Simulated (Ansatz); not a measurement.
Start from `[AlH2][SiH2]S` and change one atom or group to get `S[SiH2][SeH]`.

Ansatz, PBE0-D4/def2-TZVP geometries, multiplicity 1. Each molecule was computed in one conformer, which needn't be the lowest.

Scalar relativity is left out up to krypton.

| property | `[AlH2][SiH2]S` |
| --- | --- |
| LUMO energy (PBE/def2-TZVPP) / eV | -2.95 |
| LUMO energy (ωB97M-V/def2-TZVPP) / eV | -0.55 |
| zero-point energy (PBE0-D4/def2-TZVP) / kJ/mol | 103.8 |
| LUMO energy (PBE0/def2-TZVPP) / eV | -2.19 |
| HOMO–LUMO gap (B3LYP/def2-TZVPP) / eV | 4.74 |
| size of the dipole moment (ωB97M-V/def2-TZVPP) / D | 0.88 |

(1) Give the same properties after the change, and the shifts. (Best estimate.)

## Answers

(1) Computed: 
| property | `S[SiH2][SeH]` | shift |
| --- | --- | --- |
| LUMO energy (PBE/def2-TZVPP) / eV | -1.18 | 1.77 |
| LUMO energy (ωB97M-V/def2-TZVPP) / eV | 1.54 | 2.09 |
| zero-point energy (PBE0-D4/def2-TZVP) / kJ/mol | 92.0 | -11.8 |
| LUMO energy (PBE0/def2-TZVPP) / eV | -0.31 | 1.88 |
| HOMO–LUMO gap (B3LYP/def2-TZVPP) / eV | 6.39 | 1.65 |
| size of the dipole moment (ωB97M-V/def2-TZVPP) / D | 1.19 | 0.31 |

With PBE0 the HOMO rises by 0.19 eV and the LUMO rises by 1.88 eV, so the gap widens by about 1.69 eV. PBE moves the HOMO by 0.12 eV and ωB97M-V by 0.22 eV. The zero-point energy changes by -11.8 kJ/mol with -3 modes. Dipoles are sizes alone; their direction can turn.

B3LYP here is the variant with VWN-RPA as its local correlation; programs differ in this.

Spin–orbit coupling is left out; it splits and shifts lone-pair levels of the heavy atoms by tenths of an eV.
